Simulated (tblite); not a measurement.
H$_{3}$ClSi, triplet, at the geometry of the source list (a higher spin typed on purpose: for a closed-shell molecule this is an excited state); tblite with IPEA1-xTB.

The tblite input:
```
$ tblite run mol.xyz --method ipea1 --charge 0 --spin 2 --json tblite.json --no-restart

# file mol.xyz
5

Si    -0.12910000    -0.00570000    -0.00460000
Cl     1.87810000     0.08360000     0.06760000
H     -0.50430000    -0.99840000    -1.00530000
H     -0.63000000     1.31380000    -0.37260000
H     -0.61480000    -0.39330000     1.31500000
```

What does tblite print? Leave out banner, timings and long lists.


```
xTB calculator
 | screened Coulomb repulsion
 | Coulomb electrostatics
 |  * isotropic Klopman-Ohno-Mataga-Nishimoto electrostatics
 |  * onsite third-order electrostatics
 | DFT-D3(BJ) dispersion correction

halogen bonding energy    0.0000000000000E+00 Eh
repulsion energy          5.0163865738491E-02 Eh
dispersion energy        -1.1337351910636E-03 Eh
number of electrons       1.4000000000000E+01 e
integral cutoff           4.0000000000000E+01 bohr

------------------------------------------------------------
  cycle        total energy    energy error   density error
------------------------------------------------------------
      1     -7.778505471873  -7.8275356E+00   3.6209126E-01
      2     -7.778770365587  -2.6489371E-04   2.1657165E-01
      3     -7.775704212528   3.0661531E-03   4.2532738E-02
      4     -7.779040596031  -3.3363835E-03   6.3103265E-03
      5     -7.779106765706  -6.6169675E-05   1.7791150E-03
      6     -7.779110423023  -3.6573165E-06   8.6831711E-04
      7     -7.779111385167  -9.6214402E-07   3.1215576E-04
      8     -7.779111409935  -2.4768050E-08   2.3427583E-05
      9     -7.779111409670   2.6481750E-10   1.8967678E-05
------------------------------------------------------------

electronic energy        -7.8281415402174E+00 Eh
total energy             -7.7791114096700E+00 Eh

Post processing:
 | Mayer-Wiberg bond orders

[Info] JSON dump of results written to 'tblite.json'
```
